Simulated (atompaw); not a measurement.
## Cr (Z = 24): variants of one PAW (atompaw) potential

Base potential:

```
Element                 : chromium (Cr)
Generator               : atompaw 4.2.0.5
Type                    : PAW
Functional              : PBE
Relativity              : scalar-relativistic
Frozen core             : [Ne]
Valence charge          : 14
Reference configuration : 3s2 3p6 3d5 4s0.5 4p0 (charge +0.5)
Partial waves           : 3s (bound): rc 1.30 bohr; 4s (bound): rc 1.85 bohr; 3p (bound): rc 1.45 bohr; 4p (bound, empty): rc 2.20 bohr; 3d (bound): rc 2.20 bohr; 3d channel at 0.05 Ry: rc 2.20 bohr
Local potential         : bessel scheme, radius 1.60 bohr
Core correction         : smooth core density matched at 1.80 bohr
Augmentation charge     : gaussian compensation charge, radius 1.75 bohr; PAW radius 2.20 bohr; waves and projectors: custom polynom2 7 10 vanderbiltortho
```

Cutoffs, loose and tight: the cutoffs (Ry, on a coarse ladder) from which the occupation-weighted sum of valence levels, in a spherical-Bessel basis at the reference potential, stays within 10 and 1 mRy of its value at 400 Ry. They see the waves, projectors and local potential, not the compensation charge or the core. A dash means not determined.

```csv
change,outcome,"cutoff, loose","cutoff, tight",bound ghosts
base,generated,45 Ry,230 Ry,none
"local potential troulliermartins scheme with l = 3 at 0.5 Ry, radius 1.60 bohr",generated,45 Ry,230 Ry,none
wave 3d channel at 0.05 Ry: rc 2.20 bohr becomes 3d channel at 0.05 Ry: rc 2.04 bohr,generated,45 Ry,230 Ry,none
wave 3d channel at 0.05 Ry: rc 2.20 bohr becomes 3d channel at 2.12 Ry: rc 2.20 bohr,generated,45 Ry,230 Ry,none
"augmentation gaussian compensation charge, radius 1.40 bohr; PAW radius 2.20 bohr; waves and projectors: custom polynom2 7 10 vanderbiltortho",generated,45 Ry,230 Ry,none
wave 3p (bound): rc 1.45 bohr becomes 3p (bound): rc 2.02 bohr,generated,21 Ry,70 Ry,none
"local potential bessel scheme, radius 1.74 bohr",generated,50 Ry,230 Ry,none
"augmentation gaussian compensation charge, radius 1.75 bohr; PAW radius 2.20 bohr; waves and projectors: custom rrkj vanderbiltortho",generated,40 Ry,70 Ry,none
functional PBEsol,generated,45 Ry,230 Ry,none
```

Question: What comes out with this change to the base: waves 3s (bound); 4s (bound); 3p (bound); 4p (bound); 3d (bound); 3d channel at 0.05 Ry; augmentation gaussian compensation charge, radius 1.75 bohr; PAW radius 2.20 bohr; waves and projectors: bloechl?

Answer: outcome: generated; cutoff, loose: 35 Ry; cutoff, tight: 45 Ry; bound ghosts: none.
